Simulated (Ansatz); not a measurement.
Reactions of `C[O][In]([OH])[O][SiH3]`.

Isolated molecules relaxed with PBE0-D4/def2-TZVP in Ansatz; ΔE leaves out vibrations. CBS: MP2 limit from def2 TZ/QZ plus the TZ coupled-cluster correction, frozen cores. This one scheme is used for every species, atoms too. Open shells (•) are unrestricted, without spin–orbit coupling. Spin–orbit coupling would lower the free atoms: a little for C, O, Si; strongly for In. Elements past krypton have def2 core potentials. Bonds to Br, In are less sure, by a few kJ/mol each and by 10 to 20 or more in all where they break to atoms, as the def2 sets lack core-valence functions. Scalar relativity is left out up to krypton. Each species was taken in one conformer, which may not be the lowest.

Q: Order these by ΔE at CCSD(T)/CBS, lowest first. (Best estimate.)
A. `C[O][In]([OH])[O][SiH3]` → `C[O][In]([OH])[OH]` + `[SiH2]`
B. `C[O][In]([OH])[O][SiH3]` + `NB(F)F` → `FB(F)N[SiH3]` + `C[O][In]([OH])[OH]`
C. `C[O][In]([OH])[O][SiH3]` + `[SiH3]CS` → `[SiH3]C([SiH3])S` + `C[O][In]([OH])[OH]`
D. `C[O][In]([OH])[O][SiH3]` → C• + 7 H• + In• + 3 O• + Si•
E. `C[O][In]([OH])[O][SiH3]` + H₂S → `[OH][In]([SH])[O][SiH3]` + CH₃OH
F. `C[O][In]([OH])[O][SiH3]` + HBr → `C[O][In]([OH])[Br]` + `O[SiH3]`
G. `C[O][In]([OH])[O][SiH3]` + `CNC` → `C[N](C)[In]([OH])[O][SiH3]` + CH₃OH
H. `C[O][In]([OH])[O][SiH3]` → `[OH][In][O][SiH3]`• + `C[O]`•

A: F (-91.8 kJ/mol), E (-75.7 kJ/mol), G (+7.3 kJ/mol), B (+59.2 kJ/mol), C (+98.7 kJ/mol), H (+320.7 kJ/mol), A (+338.7 kJ/mol), D (+4485.0 kJ/mol).

Largest T1 diagnostic: 0.020, for `[OH][In][O][SiH3]`•.
